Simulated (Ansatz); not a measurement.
System (SMILES): [F][Ga] (F-Ga) (closed-shell singlet).
Atoms: Ga1, F2. Bonds: Ga1-F2.

How fast the optimised Ga1-F2 bond length converges with the basis for several methods (Ansatz, a first-principles code): deviation from each method's own reference, in Å. References: CCSD(T) 1.7921 Å, the value in pcseg-3; HF 1.7600 Å, the value in pcseg-4; MP2 1.7933 Å, the value in pcseg-4; PBE 1.8073 Å, the value in pcseg-4; PBE0 1.7816 Å, the value in pcseg-4. Cartesian d functions, on some or all atoms, in 6-31G, 6-31G**; all else is spherical. In correlated methods cores are frozen (with 3d on Ga to Br). No added dispersion term, no relativity. The reference of a correlated method is not its basis-set limit, which lies further on.

| basis | functions | CCSD(T) | HF | MP2 | PBE | PBE0 |
|---|---|---|---|---|---|---|
| STO-3G | 23 | … | -0.3157 | -0.3351 | -0.3679 | -0.3513 |
| 6-31G | 38 | … | 0.0222 | 0.0058 | -0.0049 | 0.0045 |
| pcseg-1 | 41 | … | 0.0358 | 0.0225 | 0.0242 | 0.0296 |
| 6-31G** | 50 | … | -0.0018 | -0.0148 | -0.0120 | -0.0083 |
| aug-pcseg-1 | 59 | … | 0.0311 | 0.0332 | 0.0349 | 0.0346 |
| cc-pVTZ | 73 | … | 0.0060 | -0.0016 | -0.0009 | 0.0022 |
| pcseg-2 | 73 | … | 0.0058 | 0.0034 | 0.0038 | 0.0041 |
| def2-TZVPP | 79 | … | 0.0065 | 0.0010 | 0.0037 | 0.0049 |
| aug-pcseg-2 | 105 | … | 0.0061 | 0.0078 | 0.0046 | 0.0048 |
| cc-pVQZ | 123 | … | 0.0016 | -0.0010 | -0.0024 | -0.0009 |
| def2-QZVP | 132 | … | 0.0025 | 0.0008 | -0.0002 | 0.0007 |
| def2-QZVPP | 146 | … | 0.0017 | -0.0003 | -0.0011 | -0.0002 |

**Question.** Complete the blanks.

**Answer.** 
- STO-3G, CCSD(T): -0.3265
- 6-31G, CCSD(T): 0.0108
- pcseg-1, CCSD(T): 0.0246
- 6-31G**, CCSD(T): -0.0123
- aug-pcseg-1, CCSD(T): 0.0334
- cc-pVTZ, CCSD(T): -0.0023
- pcseg-2, CCSD(T): 0.0012
- def2-TZVPP, CCSD(T): -0.0006
- aug-pcseg-2, CCSD(T): 0.0063
- cc-pVQZ, CCSD(T): -0.0027
- def2-QZVP, CCSD(T): -0.0012
- def2-QZVPP, CCSD(T): -0.0022

Mean absolute deviation over cc-pVTZ, pcseg-2, def2-TZVPP, aug-pcseg-2: CCSD(T) 0.0026, PBE 0.0033, MP2 0.0035, PBE0 0.0040, HF 0.0061 Å.
